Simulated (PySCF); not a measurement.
Worked example: entropy of an ideal gas

ZrF3Cl, SMILES [Zr]([F])([F])([F])[Cl], multiplicity 1.

Geometry: PBE-D3(BJ)/def2-SVP. The multiplicity is an assumed one; other spin states were not compared. The def2 effective core potentials stand for the cores of Zr; spin–orbit coupling is left out.

PBE-D3(BJ)/def2-SVP run with PySCF gives the harmonic wavenumbers 123, 123, 159, 159, 160, 405, 673, 692, 692 cm⁻¹ and the rotational temperatures 0.1330, 0.0808, 0.0808 K. The molar mass is 183.67 g/mol, the symmetry number 3, the spin multiplicity 1.

### Question
Work out the entropy at 298.15 K and 1 atm in the rigid-rotor, harmonic-oscillator model.

### Answer

Translation (Sackur–Tetrode at 1 atm): S = R[1.5 ln M + 2.5 ln T − 1.16487] = 173.8 J/(mol K).
Rotation: q = (√π/σ) T^1.5/√(θA θB θC) = 103000, S = R[ln q + 3/2] = 108.5 J/(mol K).
Vibration: with u = 1.4388 ν/T, each mode gives R[u/(e^u − 1) − ln(1 − e^−u)]:
| ν (cm⁻¹) | modes | u | S (J/(mol K)) |
|---|---|---|---|
| 123 | 2 | 0.59 | 25.54 |
| 159 | 2 | 0.77 | 21.44 |
| 160 | 1 | 0.77 | 10.67 |
| 405 | 1 | 1.95 | 3.95 |
| 673 | 1 | 3.25 | 1.42 |
| 692 | 2 | 3.34 | 2.64 |
These are all the modes. Sum 65.7 J/(mol K).
Spin: R ln 1 = 0.0 J/(mol K).
Total 347.9 J/(mol K); the program's own thermochemistry gives 347.9. Translation makes up 50 % and vibration 19 %. Anharmonicity, hindered rotation and orbital degeneracy are left out.
